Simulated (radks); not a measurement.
The numbers below are computed, except where a source is named.
Problem. The mean radii <r> (bohr) of the occupied orbitals of an atom or ion are listed with their occupations. Code: a radial shooting solver on a logarithmic mesh with Libxc functionals. Model: Dirac Kohn-Sham, PBE, spin-unpolarised, spherical densities, point nucleus.

| orbital | occ. | <r> |
|---|---|---|
| 1s1/2 | 2 | 0.1306 |
| 2s1/2 | 2 | 0.6714 |
| 2p1/2 | 2 | 0.6404 |
| 2p3/2 | 3 | 0.6423 |

Name the element and its charge. Open shells, if any, fill j = l - 1/2 first.

Solution. Z = 12, magnesium, charge +3: Mg3+ in [He] 2s2 2p5. The 1s radius gives Z: for a bare nucleus <r> = (2 gamma + 1)/(2Z) with gamma = sqrt(1 - (Z/c)^2), 0.1247 bohr for Z = 12, and screening makes it slightly larger (0.1306 here). The occupations add up to 9, and the charge is Z minus that.
